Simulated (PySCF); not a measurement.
Radial density of Ar³⁺ (argon, charge +3)

UHF, [Ne] 3s2 3p3, high-spin 4S determinant. All numbers are calculated (PySCF 2.14, the non-relativistic Hamiltonian (point nucleus), in def2-TZVP (5s5p2d1f, 37 functions)).

```tsv
r (bohr)	4πr²ρ (e/bohr)	4πr²(ρα − ρβ)
0.00161	0.1180	0.0000
0.00271	0.3222	0.0001
0.00456	0.8503	0.0002
0.00766	2.155	0.0004
0.0129	5.049	0.0012
0.0217	10.44	0.0037
0.0365	17.46	0.0149
0.0613	20.86	0.0647
0.103	16.45	0.2413
0.174	15.41	0.5709
0.292	21.10	0.5156
0.491	11.69	-0.0298
0.826	4.035	1.4714
1.39	3.979	2.3471
2.34	0.6328	0.4373
3.93	0.006672	0.0043
```

Problem. Where is the radial spin density 4πr²(ρα − ρβ) most negative, and why is it negative at all?

Solution. Around r = 0.491 bohr, down to -0.0298 e/bohr: exchange with the open shell polarises the paired shells in an unrestricted calculation.
